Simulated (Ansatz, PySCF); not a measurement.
C2H5AlBrN, SMILES C=[CH][Al]([NH2])[Br]. Atoms are numbered in the order given.

```xyz
10

Al     0.6083     0.0959    -0.0197
Br    -1.5737     0.0948     0.5545
C      1.2277    -0.9070    -1.5543
C      2.5235    -0.9269    -1.9042
H      0.5365    -1.4880    -2.1805
H      2.8948    -1.4903    -2.7710
H      3.2912    -0.3787    -1.3415
N      1.6967     1.0467     0.9945
H      1.3976     1.5791     1.8049
H      2.6977     1.1466     0.8640
```
Charge 0, spin multiplicity 1.

Geometry optimised at ωB97X-D3(BJ)/def2-SVP. The structure was generated by enumeration; whether it is a known compound was not checked. One conformer was computed; it need not be the lowest.

Two levels are set side by side: PBE-D3(BJ)/def2-SVP (Ansatz, a program for electronic structure) and ωB97X-D3(BJ)/def2-SVP (PySCF). Each level has its own optimised geometry; the coordinates shown are those of the second. Frequencies come from the Hessian of PySCF at each geometry. Differences are taken from unrounded values.

```
quantity                            ωB97X-D3(BJ)
----------------------------------  ------------
mean bond length (Å)                       1.403
bond Al1–Br2 (Å)                           2.256
bond Al1–C3 (Å)                            1.935
bond Al1–N8 (Å)                            1.766
bond C3–C4 (Å)                             1.342
bond C3–H5 (Å)                             1.099
bond C4–H6 (Å)                             1.098
bond C4–H7 (Å)                             1.098
bond N8–H9 (Å)                             1.015
bond N8–H10 (Å)                            1.014
highest harmonic wavenumber (cm⁻¹)          3714
mean harmonic wavenumber (cm⁻¹)             1269
zero-point energy (kcal/mol)               43.56
```

**Question.** What does PBE-D3(BJ) give, and how far is it from ωB97X-D3(BJ)? (The exact figures need the calculation; the answer reports its results.)

**Answer.** 
```json
[
 {"quantity": "mean bond length (Å)", "PBE-D3(BJ)": "1.413", "PBE-D3(BJ) minus ωB97X-D3(BJ)": "0.011"},
 {"quantity": "bond Al1–Br2 (Å)", "PBE-D3(BJ)": "2.279", "PBE-D3(BJ) minus ωB97X-D3(BJ)": "0.023"},
 {"quantity": "bond Al1–C3 (Å)", "PBE-D3(BJ)": "1.947", "PBE-D3(BJ) minus ωB97X-D3(BJ)": "0.012"},
 {"quantity": "bond Al1–N8 (Å)", "PBE-D3(BJ)": "1.778", "PBE-D3(BJ) minus ωB97X-D3(BJ)": "0.012"},
 {"quantity": "bond C3–C4 (Å)", "PBE-D3(BJ)": "1.352", "PBE-D3(BJ) minus ωB97X-D3(BJ)": "0.009"},
 {"quantity": "bond C3–H5 (Å)", "PBE-D3(BJ)": "1.107", "PBE-D3(BJ) minus ωB97X-D3(BJ)": "0.008"},
 {"quantity": "bond C4–H6 (Å)", "PBE-D3(BJ)": "1.106", "PBE-D3(BJ) minus ωB97X-D3(BJ)": "0.008"},
 {"quantity": "bond C4–H7 (Å)", "PBE-D3(BJ)": "1.106", "PBE-D3(BJ) minus ωB97X-D3(BJ)": "0.007"},
 {"quantity": "bond N8–H9 (Å)", "PBE-D3(BJ)": "1.022", "PBE-D3(BJ) minus ωB97X-D3(BJ)": "0.007"},
 {"quantity": "bond N8–H10 (Å)", "PBE-D3(BJ)": "1.022", "PBE-D3(BJ) minus ωB97X-D3(BJ)": "0.008"},
 {"quantity": "highest harmonic wavenumber (cm⁻¹)", "PBE-D3(BJ)": "3597", "PBE-D3(BJ) minus ωB97X-D3(BJ)": "-117"},
 {"quantity": "mean harmonic wavenumber (cm⁻¹)", "PBE-D3(BJ)": "1218", "PBE-D3(BJ) minus ωB97X-D3(BJ)": "-51"},
 {"quantity": "zero-point energy (kcal/mol)", "PBE-D3(BJ)": "41.80", "PBE-D3(BJ) minus ωB97X-D3(BJ)": "-1.76"}
]
```

Exact exchange shortens and stiffens bonds; PBE has none. Differences between two approximate levels are no errors against the true value.
